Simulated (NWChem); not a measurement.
System: C2H2FI; SMILES C=C(F)I

Output (shortened):

```
             Northwest Computational Chemistry Package (NWChem) 7.3.0
             --------------------------------------------------------

 CS  symmetry detected

                             Geometry "geometry" -> ""
                             -------------------------

 Output coordinates in angstroms (scale by  1.889725989 to convert to a.u.)

  No.       Tag          Charge          X              Y              Z
 ---- ---------------- ---------- -------------- -------------- --------------
    1 C                    6.0000    -1.21616922     2.00937891     0.00000000
    2 C                    6.0000    -0.08703001     1.31220469     0.00000000
    3 F                    9.0000     1.10341020     1.88131860     0.00000000
    4 I                   53.0000     0.02333909    -0.78257086     0.00000000
    5 H                    1.0000    -2.18521032     1.51382073     0.00000000
    6 H                    1.0000    -1.16325787     3.10106590     0.00000000

 Effective nuclear repulsion energy (a.u.)     299.5623753688

      Symmetry information
      --------------------

 Group name             Cs
 Group number              2
 Group order               2
 No. of unique centers     6

                                 NWChem DFT Module
                                 -----------------

 Summary of "ao basis" -> "ao basis" (spherical)
 ------------------------------------------------------------------------------
       Tag                 Description            Shells   Functions and Types
 ---------------- ------------------------------  ------  ---------------------
 C                          def2-svp                 6       14   3s2p1d
 F                          def2-svp                 6       14   3s2p1d
 I                          def2-svp                10       26   4s4p2d
 H                          def2-svp                 3        5   2s1p

      Symmetry analysis of basis
      --------------------------

        a'         56
        a"         22

            General Information
            -------------------
          SCF calculation type: DFT
          Wavefunction type:  closed shell.
          No. of atoms     :     6
          No. of electrons :    48
           Alpha electrons :    24
            Beta electrons :    24
          Charge           :     0
          Spin multiplicity:     1
          Use of symmetry is: on ; symmetry adaption is: on
          Maximum number of iterations: 150
          AO basis - number of functions:    78
                     number of shells:    34
          Convergence on energy requested:  1.00D-06
          Convergence on density requested:  1.00D-05
          Convergence on gradient requested:  5.00D-04

              XC Information
              --------------
                         B3LYP Method XC Potential
                     Hartree-Fock (Exact) Exchange  0.200
                        Slater Exchange Functional  0.800 local
                    Becke 1988 Exchange Functional  0.720 non-local
              Lee-Yang-Parr Correlation Functional  0.810
                  VWN I RPA Correlation Functional  0.190 local

             Grid Information
             ----------------
          Grid used for XC integration:  medium
          Radial quadrature: Mura-Knowles
          Angular quadrature: Lebedev.
          Tag              B.-S. Rad. Rad. Pts. Rad. Cut. Ang. Pts.
          ---              ---------- --------- --------- ---------
          C                   0.70       49          10.0       434
          F                   0.50       49           9.0       434
          I                   1.40      123          11.0       590
          H                   0.35       45          11.0       434
          Grid pruning is: on
          Number of quadrature shells:   360
          Spatial weights used:  Erf1

      Superposition of Atomic Density Guess
      -------------------------------------

 Sum of atomic energies:        -522.66781032

      Non-variational initial energy
      ------------------------------

 Total energy =    -473.629101
 1-e energy   =   -1103.513830
 2-e energy   =     456.496883
 HOMO         =      -0.274695
 LUMO         =       0.020536

      Symmetry analysis of molecular orbitals - initial
      -------------------------------------------------

  Numbering of irreducible representations:

     1 a'          2 a"

  Orbital symmetries:

     1 a'          2 a'          3 a'          4 a'          5 a'
     6 a'          7 a"          8 a'          9 a'         10 a"
    11 a'         12 a"         13 a'         14 a'         15 a'
    16 a'         17 a'         18 a"         19 a'         20 a'
    21 a'         22 a"         23 a'         24 a"         25 a'
    26 a"         27 a'         28 a'         29 a'         30 a'
    31 a'         32 a'         33 a'         34 a"

     ---------------------------------------------
      Total Density - Mulliken Population Analysis
     ---------------------------------------------

    Atom       Charge   Shell Charges
 -----------   ------   -------------------------------------------------------
    1 C    6     6.42   1.99  0.96  0.26  2.11  1.07  0.02
    2 C    6     5.39   1.99  0.89  0.26  1.43  0.74  0.08
    3 F    9     9.33   1.99  1.14  0.76  3.42  2.02  0.01
    4 I   25    25.11   1.83  0.22  1.23  0.66  2.93  3.13  2.59  2.50  9.82  0.20
    5 H    1     0.88   0.65  0.20  0.03
    6 H    1     0.87   0.65  0.20  0.03

   convergence    iter        energy       DeltaE   RMS-Dens  Diis-err
 ---------------- ----- ----------------- --------- --------- ---------
 d= 0,ls=0.0,diis     1   -474.7772135433 -6.48D+02  1.87D-02  7.66D-01
 d= 0,ls=0.0,diis     2   -474.6236626359  1.54D-01  1.23D-02  2.15D+00
 d= 0,ls=0.0,diis     3   -474.8715248751 -2.48D-01  2.80D-03  2.60D-02
 d= 0,ls=0.0,diis     4   -474.8732362907 -1.71D-03  1.17D-03  1.94D-02
 d= 0,ls=0.0,diis     5   -474.8753901718 -2.15D-03  2.08D-04  4.19D-04
  Resetting Diis
 d= 0,ls=0.0,diis     6   -474.8754315217 -4.13D-05  4.44D-05  1.17D-05
 d= 0,ls=0.0,diis     7   -474.8754328550 -1.33D-06  1.10D-05  2.68D-07
 d= 0,ls=0.0,diis     8   -474.8754328601 -5.14D-09  5.34D-06  2.33D-07

         Total DFT energy =     -474.875432860093
      One electron energy =    -1105.335397266999
           Coulomb energy =      501.405822001439
    Exchange-Corr. energy =      -44.333702781656
 Nuclear repulsion energy =      173.387845187124

 Numeric. integr. density =       48.000008464960

                  Occupations of the irreducible representations
                  ----------------------------------------------

                     irrep           alpha         beta
                     --------     --------     --------
                     a'               18.0         18.0
                     a"                6.0          6.0

                       DFT Final Molecular Orbital Analysis
                       ------------------------------------

 Vector   22  Occ=2.000000D+00  E=-3.129396D-01  Symmetry=a"
              MO Center= -1.4D-01,  6.9D-01,  1.6D-15, r^2= 3.2D+00
   Bfn.  Coefficient  Atom+Function         Bfn.  Coefficient  Atom+Function
  ----- ------------  ---------------      ----- ------------  ---------------
    55      0.390920  4 I  pz                58      0.321542  4 I  pz
    20      0.300492  2 C  pz                34      0.283714  3 F  pz
     6      0.267175  1 C  pz                37     -0.216684  3 F  pz
     9      0.174943  1 C  pz                23      0.160770  2 C  pz
    52     -0.158547  4 I  pz                49     -0.128669  4 I  pz

 Vector   23  Occ=2.000000D+00  E=-2.779991D-01  Symmetry=a'
              MO Center=  1.7D-02, -7.0D-01,  3.4D-15, r^2= 2.2D+00
   Bfn.  Coefficient  Atom+Function         Bfn.  Coefficient  Atom+Function
  ----- ------------  ---------------      ----- ------------  ---------------
    53      0.618789  4 I  px                56      0.533497  4 I  px
    50     -0.249178  4 I  px                47     -0.201655  4 I  px
    33     -0.092617  3 F  py                 3      0.082659  1 C  s
    36      0.068538  3 F  py                 5     -0.057768  1 C  py
    74     -0.052953  6 H  s                 21      0.049390  2 C  px

 Vector   24  Occ=2.000000D+00  E=-2.552561D-01  Symmetry=a"
              MO Center= -3.3D-01,  3.5D-01, -1.1D-16, r^2= 3.7D+00
   Bfn.  Coefficient  Atom+Function         Bfn.  Coefficient  Atom+Function
  ----- ------------  ---------------      ----- ------------  ---------------
    55      0.475505  4 I  pz                58      0.435136  4 I  pz
     6     -0.332645  1 C  pz                 9     -0.252766  1 C  pz
    20     -0.238516  2 C  pz                52     -0.191226  4 I  pz
    49     -0.154461  4 I  pz                34     -0.135518  3 F  pz
    23     -0.122908  2 C  pz                37      0.107797  3 F  pz

 Vector   25  Occ=0.000000D+00  E=-4.218068D-02  Symmetry=a'
              MO Center= -5.3D-02, -2.4D-01, -6.0D-16, r^2= 3.4D+00
   Bfn.  Coefficient  Atom+Function         Bfn.  Coefficient  Atom+Function
  ----- ------------  ---------------      ----- ------------  ---------------
    17      0.948368  2 C  s                 57     -0.929608  4 I  py
    22     -0.480215  2 C  py                46     -0.477106  4 I  s
    19     -0.415090  2 C  py                54     -0.363224  4 I  py
    16      0.281334  2 C  s                  3     -0.216135  1 C  s
    45     -0.213071  4 I  s                 75      0.202445  6 H  s

 Vector   26  Occ=0.000000D+00  E=-7.363598D-03  Symmetry=a"
              MO Center= -6.0D-01,  1.5D+00,  1.0D-14, r^2= 2.4D+00
   Bfn.  Coefficient  Atom+Function         Bfn.  Coefficient  Atom+Function
  ----- ------------  ---------------      ----- ------------  ---------------
     9      0.617581  1 C  pz                23     -0.612710  2 C  pz
    20     -0.502063  2 C  pz                 6      0.402677  1 C  pz
    58      0.194533  4 I  pz                37      0.193049  3 F  pz
    34     -0.189371  3 F  pz                65     -0.103433  4 I  d -1
    55      0.098699  4 I  pz                60      0.066649  4 I  d -1

 Vector   27  Occ=0.000000D+00  E= 8.713363D-02  Symmetry=a'
              MO Center= -1.8D+00,  2.3D+00,  2.1D-16, r^2= 4.1D+00
   Bfn.  Coefficient  Atom+Function         Bfn.  Coefficient  Atom+Function
  ----- ------------  ---------------      ----- ------------  ---------------
     3      2.052974  1 C  s                 70     -1.528537  5 H  s
    75     -1.448613  6 H  s                  7     -0.495152  1 C  px
     8      0.356500  1 C  py                 2      0.293658  1 C  s
    45      0.256518  4 I  s                 46     -0.213747  4 I  s
     4     -0.176927  1 C  px                 1     -0.139124  1 C  s

     ---------------------------------------------
      Total Density - Mulliken Population Analysis
     ---------------------------------------------

    Atom       Charge   Shell Charges
 -----------   ------   -------------------------------------------------------
    1 C    6     6.04   1.99  0.89  0.21  2.10  0.82  0.02
    2 C    6     5.96   1.99  0.94  0.22  1.96  0.77  0.08
    3 F    9     9.15   1.99  1.14  0.76  3.35  1.90  0.01
    4 I   25    24.95   1.83  0.22  1.36  0.56  2.94  3.12  2.62  2.27  9.80  0.25
    5 H    1     0.95   0.74  0.19  0.02
    6 H    1     0.95   0.73  0.19  0.02

     -------------------------------------------
      Total Density - Lowdin Population Analysis
     -------------------------------------------

    Atom       Charge   Shell Charges
 -----------   ------   -------------------------------------------------------
    1 C    6     6.11   1.97  0.60  0.32  1.90  1.25  0.07
    2 C    6     6.08   1.97  0.65  0.34  1.78  1.17  0.18
    3 F    9     9.04   1.98  1.02  0.73  3.22  2.09  0.01
    4 I   25    24.85   1.25  0.73  1.06  0.79  2.77  3.18  2.51  2.48  9.48  0.58
    5 H    1     0.96   0.62  0.27  0.07
    6 H    1     0.96   0.62  0.27  0.07

     Multipole analysis of the density
     ---------------------------------

     L   x y z        total         alpha         beta         nuclear
     -   - - -        -----         -----         ----         -------
     0   0 0 0     -0.000000    -24.000000    -24.000000     48.000000

     1   1 0 0     -0.425703      0.404612      0.404612     -1.234926
     1   0 1 0      0.046790    -20.680428    -20.680428     41.407646
     1   0 0 1     -0.000000     -0.000000     -0.000000      0.000000

     2   2 0 0    -31.987275    -62.452127    -62.452127     92.916980
     2   1 1 0     -1.782940      6.316454      6.316454    -14.415848
     2   1 0 1     -0.000000     -0.000000     -0.000000      0.000000
     2   0 2 0    -29.418257   -181.888214   -181.888214    334.358171
     2   0 1 1     -0.000000     -0.000000     -0.000000      0.000000
     2   0 0 2    -33.403220    -16.701610    -16.701610      0.000000
```

Level: B3LYP/def2-SVP with def2 effective core potentials on I. Coordinates come from a PBE0/def2-SVP optimisation. B3LYP is NWChem's, with the RPA form of VWN correlation. def2 effective core potentials on I; no spin-orbit coupling.

**Question.** Which NWChem input produces such a log?

**Answer.** One answer among several that fit: the input that was run:
```
start job
memory heap 200 mb stack 700 mb global 900 mb
geometry units angstroms noautoz
  C     -1.220599     2.009555     0.000000
  C     -0.088977     1.316418     0.000000
  F      1.099423     1.889780     0.000000
  I      0.028873    -0.777950     0.000000
  H     -2.187864     1.510539     0.000000
  H     -1.171587     3.101424     0.000000
end
basis spherical
  * library def2-svp
end
ecp
  I library def2-ecp
end
dft
  xc b3lyp
  iterations 150
  mulliken
end
task dft energy
```
